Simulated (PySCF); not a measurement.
# Electron correlation in Ni¹⁰⁺ (nickel, charge +10)

Starting occupation: [Ar]. All numbers are calculated (PySCF 2.14, X2C-1e with screened-nucleus spin-orbit coupling, Gaussian nucleus, in an uncontracted even-tempered set (20 s from 0.19 bohr⁻², ratio 2.6; 14 p from 0.25 bohr⁻², ratio 2.6; 6 d from 0.25 bohr⁻², ratio 2.8; 3 f from 8.4 bohr⁻², ratio 2.8)). Frozen: [Ne]; 8 electrons correlated; the 60 highest virtual spinors left out.

MP2 pair energies summed by pair of shells (mhartree):

```json
{"pair": "3p3/2-3p3/2", "energy": "-103.18", "share (%)": "37.1"}
{"pair": "3p1/2-3p3/2", "energy": "-99.51", "share (%)": "35.8"}
{"pair": "3p1/2-3p1/2", "energy": "-26.62", "share (%)": "9.6"}
{"pair": "3p3/2-3s1/2", "energy": "-25.05", "share (%)": "9.0"}
{"pair": "3p1/2-3s1/2", "energy": "-12.67", "share (%)": "4.6"}
{"pair": "3s1/2-3s1/2", "energy": "-10.78", "share (%)": "3.9"}
```

Total MP2 correlation energy: -277.82 mhartree.

The virtual space was cut to 50 spinors, which keep -262.68 of the -277.82 mhartree of MP2 correlation.

```csv
level,correlation energy (mhartree)
CCSD,-288.40
(T),-3.19
CCSD(T),-291.59
```

Diagnostics: T1 = 0.0010, largest double amplitude 0.050.

Cost of the coupled-cluster step: roughly 20 core-seconds, for 8 occupied and 50 virtual spinors.

Iterations:

```
Init t2, MP2 energy = -0.26268045288396
CCSD nocc = 8, nmo = 58
Init t2, MP2 energy = -0.26268045288396
Init E_corr(GCCSD) = -0.26268045288396
cycle = 1  E_corr(GCCSD) = -0.284577003951355  dE = -0.0218965511  norm(t1,t2) = 0.0195268
cycle = 2  E_corr(GCCSD) = -0.287649903048855  dE = -0.0030728991  norm(t1,t2) = 0.00432404
cycle = 3  E_corr(GCCSD) = -0.288432577892442  dE = -0.000782674844  norm(t1,t2) = 0.00132735
cycle = 4  E_corr(GCCSD) = -0.288401965076675  dE = 3.06128158e-05  norm(t1,t2) = 0.000103429
cycle = 5  E_corr(GCCSD) = -0.288401774928977  dE = 1.90147698e-07  norm(t1,t2) = 2.90844e-06
cycle = 6  E_corr(GCCSD) = -0.288401833045446  dE = -5.81164687e-08  norm(t1,t2) = 4.87747e-07
cycle = 7  E_corr(GCCSD) = -0.288401822704958  dE = 1.03404879e-08  norm(t1,t2) = 8.02572e-08
cycle = 8  E_corr(GCCSD) = -0.288401822828257  dE = -1.23299149e-10  norm(t1,t2) = 9.09501e-09
GCCSD converged
E(GCCSD) = -1482.703715572325  E_corr = -0.288401822828257
```

The coupled-cluster values are those of the cut space; adding the MP2 remainder, -15.14 mhartree, estimates the full space.
